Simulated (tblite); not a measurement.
Species: C7H9BBrF.
Numbering: `[CH2:1]=[C:2]([CH3:3])[C:4](=[C:5]=[CH:6][CH3:7])[B:8]([F:9])[Br:10]` (hydrogens: H11, H12 on C1; H13, H14, H15 on C3; H16 on C6; H17, H18, H19 on C7)

Computed with GFN2-xTB (tblite), gas phase: L-BFGS steps from a force-field or distance-geometry start until the largest atomic force falls under 0.01 eV/Å.

Step 27: E = -806.0400 eV
```
atom  x, y, z in Å  |  force x, y, z in eV/Å
C1     -2.4356    0.9837   -0.3648    0.054  -0.018  -0.014
C2     -1.3913    0.1901   -0.1703    0.061   0.067  -0.053
C3     -1.3234   -0.8044    0.9524   -0.074   0.008  -0.021
C4     -0.1570    0.2624   -1.0189    0.046   0.126   0.003
C5      0.9617    0.3186   -0.3127   -0.056   0.046  -0.060
C6      1.8917    0.4331    0.5832   -0.057  -0.061  -0.059
C7      2.4951   -0.6923    1.3754   -0.039  -0.009  -0.059
B8     -0.2805    0.3672   -2.5616   -0.086  -0.030   0.033
F9     -1.4700    0.3978   -3.1505    0.243  -0.057   0.175
Br10    1.1787    0.5437   -3.7598   -0.038  -0.043   0.211
H11    -3.3073    0.9334    0.2709    0.078  -0.020  -0.107
H12    -2.4498    1.7188   -1.1523   -0.057  -0.028   0.038
H13    -2.3255   -1.1274    1.2104   -0.076  -0.057   0.118
H14    -0.7236   -1.6717    0.6857   -0.044  -0.001  -0.086
H15    -0.8638   -0.3519    1.8294   -0.015   0.056   0.027
H16     2.2723    1.4275    0.8001   -0.029  -0.099   0.046
H17     2.2708   -0.5372    2.4330    0.069   0.070  -0.064
H18     2.0723   -1.6506    1.0872    0.004  -0.004  -0.108
H19     3.5754   -0.7316    1.2557    0.014   0.055  -0.021
```

Step 28: E = -806.0478 eV
```
atom  x, y, z in Å  |  force x, y, z in eV/Å
C1     -2.4361    0.9843   -0.3690    0.064  -0.015   0.003
C2     -1.3924    0.1899   -0.1715    0.077   0.054  -0.020
C3     -1.3255   -0.8061    0.9548   -0.065   0.070  -0.069
C4     -0.1562    0.2659   -1.0198    0.019   0.105   0.068
C5      0.9631    0.3223   -0.3160   -0.072   0.063   0.000
C6      1.8834    0.4346    0.5896    0.008  -0.062  -0.055
C7      2.4941   -0.6945    1.3706   -0.034   0.024  -0.069
B8     -0.2745    0.3695   -2.5609   -0.120  -0.078   0.148
F9     -1.4640    0.3890   -3.1434    0.112  -0.036   0.074
Br10    1.1784    0.5350   -3.7520    0.081  -0.019   0.107
H11    -3.3070    0.9334    0.2685    0.080  -0.012  -0.127
H12    -2.4492    1.7226   -1.1555   -0.056  -0.072   0.072
H13    -2.3300   -1.1245    1.2186    0.006  -0.058   0.068
H14    -0.7243   -1.6733    0.6798   -0.110   0.062  -0.014
H15    -0.8656   -0.3491    1.8324   -0.018   0.001  -0.049
H16     2.2702    1.4243    0.8162   -0.063  -0.080   0.024
H17     2.2797   -0.5414    2.4302    0.045   0.038  -0.057
H18     2.0721   -1.6518    1.0768    0.032   0.009  -0.076
H19     3.5740   -0.7208    1.2432    0.015   0.008  -0.027
```

**Question.** Estimate the geometry and energy of step 29. (The exact step hangs on the optimiser's Hessian estimate; all steps are aligned on step 28, rigid shifts and turns removed.)

**Answer.** E = -806.0530 eV, largest force 0.197 eV/Å
```
atom  x, y, z in Å  |  force x, y, z in eV/Å
C1     -2.4348    0.9846   -0.3722    0.051   0.000   0.010
C2     -1.3918    0.1905   -0.1730    0.051   0.027   0.024
C3     -1.3281   -0.8058    0.9548   -0.049   0.080  -0.058
C4     -0.1556    0.2713   -1.0198   -0.014   0.073   0.103
C5      0.9626    0.3279   -0.3171   -0.020   0.069   0.075
C6      1.8749    0.4367    0.5966    0.059  -0.060  -0.047
C7      2.4936   -0.6960    1.3654    0.001   0.038  -0.039
B8     -0.2716    0.3706   -2.5579   -0.070  -0.099   0.155
F9     -1.4582    0.3796   -3.1384   -0.021  -0.024  -0.005
Br10    1.1792    0.5252   -3.7475    0.135  -0.006   0.066
H11    -3.3049    0.9349    0.2650    0.049  -0.018  -0.111
H12    -2.4480    1.7236   -1.1572   -0.050  -0.060   0.053
H13    -2.3326   -1.1226    1.2265    0.048  -0.039   0.015
H14    -0.7277   -1.6739    0.6768   -0.131   0.085   0.017
H15    -0.8671   -0.3468    1.8323   -0.012  -0.025  -0.085
H16     2.2630    1.4233    0.8336   -0.082  -0.064   0.010
H17     2.2897   -0.5480    2.4294    0.031   0.010  -0.108
H18     2.0734   -1.6524    1.0647    0.046   0.022  -0.045
H19     3.5741   -0.7135    1.2305   -0.022  -0.012  -0.030
```

The energy changes by -0.0051 eV. The first-order estimate −F·Δx gives -0.0069 eV and the mean of the old and new forces, exact on a quadratic surface, -0.0051 eV. The step makes an angle of 68° with the force vector and moves no atom by more than 0.019 Å.

The cost below is that of the whole relaxation. Hardware: Arm Neoverse N1, one thread, shared host with 64 logical CPUs at a one-minute load of 61. Cost: 2.7 s.
